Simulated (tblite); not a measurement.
Problem. Write Cartesian coordinates for `C[C@@H]([NH2+])C(F)(F)F` [radical] as optimised with GFN2-xTB. (Charge +1 and doublet state.)

Solution. 
```
atom  x, y, z in Å
C1     1.402    0.001    0.162
C2     0.027   -0.150   -0.431
N3    -0.571   -1.379   -0.252
C4    -0.936    1.018    0.218
F5    -0.418    2.193   -0.036
F6    -2.135    0.921   -0.315
F7    -1.007    0.820    1.516
H8     1.772    1.018    0.049
H9     2.090   -0.672   -0.356
H10    1.436   -0.269    1.219
H11   -0.016    0.155   -1.495
H12   -0.231   -2.023    0.452
H13   -1.418   -1.633   -0.748
```

Any rigid rotation of these coordinates is as good. Atoms count from 1 in this order. Of the pairs four or more bonds apart, F5···H8 is among the closest relative to their van der Waals radii: 2.49 Å, 93 % of the sum of Bondi's values. N3 (nitrogen bonded to C and 2 H) is planar (angles 121.5°, 120.7° and 117.5°, sum 359.7°, 0.03 Å off the plane of its three neighbours). The 2 C–C bonds span 1.505 Å (C1–C2, drawn single) to 1.647 Å (C2–C4, drawn single), a spread of 0.142 Å.

Bonds between heavy atoms (Å): C1–C2 1.505, C2–N3 1.378, C2–C4 1.647, C4–F5 1.309, C4–F6 1.315, C4–F7 1.315.

The geometry is computed with GFN2-xTB (gas phase). This method treats the open shell by occupation alone, without spin polarisation.

Point group: C1 (no symmetry element, even within 0.4 Å). Its GFN2-xTB frequencies are all real (lowest 74 cm⁻¹). Torsions: C1–C2–N3–H 17° and -169°.

The run took 0.35 s on one thread of an AMD EPYC, on a shared host. That covers the optimisation of the geometry.

One conformer stands for the species.
